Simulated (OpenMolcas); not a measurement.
Pt2+: ligand-field states by method

Pt2+ with 6 ligands (chloride, fluoride on the axis) in tetragonal octahedral coordination (D4h) at 2.56 Å, the axial distance 2.109 Å. A charge of +0.667 e stands 3.2 Å behind each ligand. Ligand basis ANO-RCC-VDZP.
```
Pt    0.0000    0.0000    0.0000
Cl    2.5600    0.0000    0.0000
Cl    0.0000    2.5600    0.0000
Cl   -2.5600    0.0000    0.0000
Cl    0.0000   -2.5600    0.0000
F     0.0000    0.0000    2.1094
F     0.0000    0.0000   -2.1094
```

```
Program             : OpenMolcas 26.06
Basis               : ANO-RCC-VDZP [7s6p4d2f]
Scalar Hamiltonian  : DKH2, point nucleus
Active space        : 8 electrons in 5 orbitals (5d)
State averaging     : 2S+1 = 3 even, 10 roots; 2S+1 = 1 even, 15 roots
Spin-orbit coupling : RASSI with atomic mean-field integrals over the reference wave functions
```

I. CASSCF
II. SS-CASPT2, IPEA 0.25 Eh, imaginary shift 0.1 Eh (closed shells correlated: 5s 5p and the ligand valence shells)

Spin-free states (labels of D4, the rotations of D4h) in cm-1, each column counted from its own energy of the first state listed:

| State | Degeneracy | I | II |
| --- | --- | --- | --- |
| 3B1 | 1 | 0 | 0 |
| 1A1 | 1 | 5295 | 2730 |
| 3B2 | 1 | 9816 | 11800 |
| 3E | 2 | 10790 | 11740 |
| 1B1 | 1 | 12783 | 9040 |
| 3E | 2 | 17809 | 18750 |
| 1E | 2 | 19488 | 17880 |

From I to II, I's first state of the same spin (3B2) moves from 9816 to 11800 cm-1, by about +2000 cm-1. In II another state of that kind comes below it.

From I to II, I's first state of another spin (1A1) moves from 5295 to 2730 cm-1, by about -2600 cm-1.

χT at 300 K: I 1.88, II 1.82 cm3 K/mol.

The states above are spin-free; spin-orbit coupling is strong here and shifts and splits them by thousands of cm-1.

Over all roots computed the reference weight is 0.67 to 0.68 in II; a low but even weight reflects the number of correlated electrons. Real 4d8 and 5d8 ions are as a rule square planar and diamagnetic. This shell can be high or low spin here, a state of another spin lies low, and with metal d orbitals alone active their balance is uncertain, so the ground spin may be wrong. The least metal-like active orbital is 83 % on the metal (Löwdin) and no ligand orbital is active, so the numbers are rough. Ligand-to-metal charge-transfer states are missing. With no ligand orbital active B as a rule stays too high, so bands that hang on it stand too high and its fall with covalency is understated. Without dynamic correlation the repulsion within the d shell is too large (B by tens of per cent), so at a given field states of lower spin stand too high (holds for I). With metal d orbitals alone the field can be off either way by tens of per cent (holds for I). With one d shell and no ligand orbital active, 10Dq can be off by a tenth or more (holds for II). No measured value stands beside these numbers; the geometry was imposed, not optimised, and the real ion may take another.
